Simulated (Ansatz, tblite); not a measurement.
Breaking a bond: SMILES CF (CH₃F). The C1–F5 bond (C1 also carries H, H, H; F5 carries nothing else) is varied alone, starting from the PBE0/def2-TZVP optimised geometry. Each curve is given relative to its own lowest point near equilibrium.

| R / Å | A | B | C |
|---|---|---|---|
| 1.03 | 4.844 | 5.006 | 4.367 |
| 1.12 | 2.124 | 2.220 | 1.796 |
| 1.19 | 0.952 | 1.011 | 0.748 |
| 1.23 | 0.535 | 0.578 | 0.393 |
| 1.28 | 0.206 | 0.231 | 0.127 |
| 1.32 | 0.063 | 0.077 | 0.023 |
| 1.38 | 0.000 | 0.000 | 0.000 |
| 1.43 | 0.051 | 0.043 | 0.069 |
| 1.46 | 0.116 | 0.103 | 0.139 |
| 1.51 | 0.268 | 0.250 | 0.290 |
| 1.60 | 0.638 | 0.616 | 0.637 |
| 1.71 | 1.183 | 1.163 | 1.128 |
| 1.86 | 1.975 | 2.389 | 1.826 |
| 2.07 | 3.027 | — | 2.740 |
| 2.27 | 3.894 | — | 3.463 |
| 2.47 | 4.615 | — | 4.016 |
| 2.76 | 5.427 | — | 4.546 |
| 3.05 | 6.017 | — | 4.841 |
| 3.38 | 6.491 | — | — |
| 3.78 | 6.874 | — | — |
| 4.10 | 7.078 | — | — |
| 4.80 | 7.341 | — | — |

Energies in eV.

Match the curves with the methods tblite with GFN2-xTB, 300 K electronic temperature; restricted PBE0/cc-pVTZ run with Ansatz (a program for electronic structure); MP2 on UHF/cc-pVTZ, frozen core (Ansatz).

A is RKS-PBE0; B is UMP2; C is GFN2-xTB.

A dash means that the run gave no value there, or that the column was ended at a point which the program doubted or which failed a test of continuity chosen for this set; such a test can also cut sound points.

The unrestricted determinant behind UMP2 is spin-contaminated at 1.86 to 4.80 Å (<S²> up to 1.0, against 0.00 for a pure singlet). The restricted form behind RKS-PBE0 keeps the bonding electrons paired and can't separate into open-shell fragments.
